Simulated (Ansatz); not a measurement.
# Forces away from equilibrium

CH2OTe (SMILES C1O[Te]1), singlet, displaced at random from a GFN2-xTB minimum.

C1  (0.175, 0.303, -0.183)
O2  (-0.722, -0.167, 0.813)
Te3  (0.455, -1.657, 0.487)
H4  (-0.387, 0.365, -1.115)
H5  (0.511, 1.094, 0.110)
(Å)

Program: Ansatz 0.2.0. Basis: def2-TZVPP. Cores are frozen in the correlated methods. Filled d shells of the heavier atoms are correlated. Core potentials replace the inner electrons of the atoms past krypton. The def2 sets are not built for correlating such inner shells, so the correlated values are less sure here.

CCSD(T) forces from the calculation:
```csv
atom,Fx,Fy,Fz (eV/Å)
C1,-6.060,-8.177,-3.179
O2,-1.550,1.199,0.595
Te3,1.746,-1.535,-0.326
H4,0.599,-0.170,-0.289
H5,5.266,8.683,3.200
```

Root-mean-square difference of the force components from those of CCSD(T): PBE0-D4 0.240; wB97M-V 0.200; r2SCAN-D4 0.059; PBE-D4 0.198; CAM-B3LYP-D4 0.208; LC-wPBE 0.462 eV/Å.

T1 diagnostic: at most 0.015. The restricted Hartree–Fock reference is unstable towards an unrestricted one here. These are differences at one structure, and CCSD(T) in triple zeta is itself an approximation.

For scale, one of the runs: CCSD(T)/def2-TZVPP forces, 140 basis functions (an equivalent command: `ansatz run in.yaml --threads 4`). Hardware: 4 CPU threads, shared host. Wall time 72 s; peak host memory 1.7 GiB.
